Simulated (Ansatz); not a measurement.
Basis sets compared for SiBr₂. Total charge 0; singlet. Geometry PBE-D4/def2-TZVP. Ansatz on 4 threads of Arm Neoverse V2 on a shared host; times are rough, and most runs start from earlier orbitals.

```xyz
3

Si    0.775   -0.544    0.039
Br    0.623    1.686   -0.365
Br   -1.398   -1.141    0.326
```

Binding counts from free atoms (Si triplet, Br doublet) in the same basis, without a counterpoise term.

| level | functions | energy (Eh) | HOMO (eV) | LUMO (eV) | binding per atom (eV) | wall time |
| --- | --- | --- | --- | --- | --- | --- |
| PBE-D4/def2-SVP | 82 | -5436.2364 | -6.44 | -3.79 | 2.70 | 0.55 s |
| PBE0-D4/def2-SVP | 82 | -5436.4356 | -7.55 | -3.14 | 2.59 | 0.8 s |

Q: Estimate the rows for PBE-D4/def2-TZVP (with forces), PBE0-D4/def2-TZVP.

A: 
| level | functions | energy (Eh) | HOMO (eV) | LUMO (eV) | binding per atom (eV) | wall time |
| --- | --- | --- | --- | --- | --- | --- |
| PBE-D4/def2-TZVP (with forces) | 133 | -5436.9639 | -6.53 | -3.86 | 2.72 | 1.1 s |
| PBE0-D4/def2-TZVP | 133 | -5437.1622 | -7.59 | -3.14 | 2.62 | 1.4 s |
